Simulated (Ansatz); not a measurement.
```yaml
crystal:
  periodic: [false, false, false]
  atoms:
    - {symbol: N, position_ang: [-0.572864, -0.131134, 2.318411]}
    - {symbol: Si, position_ang: [-0.808967, -0.458766, 0.649752]}
    - {symbol: C, position_ang: [0.069794, 0.651163, -0.568097]}
    - {symbol: O, position_ang: [1.565076, 0.513340, -0.527317]}
    - {symbol: Si, position_ang: [0.980781, 0.012858, -1.996640]}
    - {symbol: H, position_ang: [0.341814, -0.261023, 2.721268]}
    - {symbol: H, position_ang: [-1.044148, 0.648532, 2.748200]}
    - {symbol: H, position_ang: [-2.265980, -0.338892, 0.372418]}
    - {symbol: H, position_ang: [-0.315540, -1.836439, 0.388343]}
    - {symbol: H, position_ang: [-0.227033, 1.701637, -0.611763]}
    - {symbol: H, position_ang: [1.063278, -1.430875, -2.302647]}
    - {symbol: H, position_ang: [1.290990, 0.874300, -3.158028]}
basis:
  gaussian: {orbitals: def2-SVPD}
hamiltonian: {xc: {name: HF}}
correlation: {method: mp2, frozen_orbitals: {N: 0}}
accuracy: high
```

```sh
$ ansatz run in.yaml --threads 4 --pin off --events-out ev --progress --plain --max-ram 10444MiB
```

Shortened log:

```
Functional definition: HF
Error: "frozen_orbitals" has no count for Si
```

In this input frozen orbitals are typed for one element alone, and the program wants a count for each. The program refused the input.
